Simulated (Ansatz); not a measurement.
C2H7InOSi at its PBE0-D4/def2-TZVP geometry, where that method's forces vanish. The species carries charge 0 and has multiplicity 1. In: def2 effective core potential. The bonds changed during the relaxation, so this is another structure than the one it started from.

```xyz
12

C    -0.5705    2.0601   -0.2273
In    2.0673   -2.2245   -0.3406
Si    0.2238    0.3852   -0.1765
C    -0.1027   -2.0003    0.4865
O    -0.7784   -0.7237    0.4766
H    -0.8309    2.3928    0.7799
H     0.1096    2.7941   -0.6667
H    -1.4829    2.0350   -0.8271
H     1.5168    0.4154    0.5953
H     0.6478   -0.0620   -1.5509
H    -0.7232   -2.7134   -0.0742
H    -0.0768   -2.3587    1.5251
```

(1) What forces (eV/Å) does ωB97M-V/def2-TZVPP give on these atoms in Ansatz? (Best estimate.)

## Answers

(1) Ansatz gave: 
```
C1  -0.013  0.020  0.000
In2 -0.132  0.020  0.049
Si3  0.134  0.067 -0.067
C4   0.233 -0.363 -0.013
O5  -0.120  0.214 -0.001
H6   0.018 -0.022 -0.076
H7  -0.050 -0.047  0.031
H8   0.067  0.005  0.045
H9  -0.116 -0.008 -0.077
H10 -0.033  0.038  0.131
H11  0.036  0.056  0.065
H12 -0.025  0.022 -0.087
```
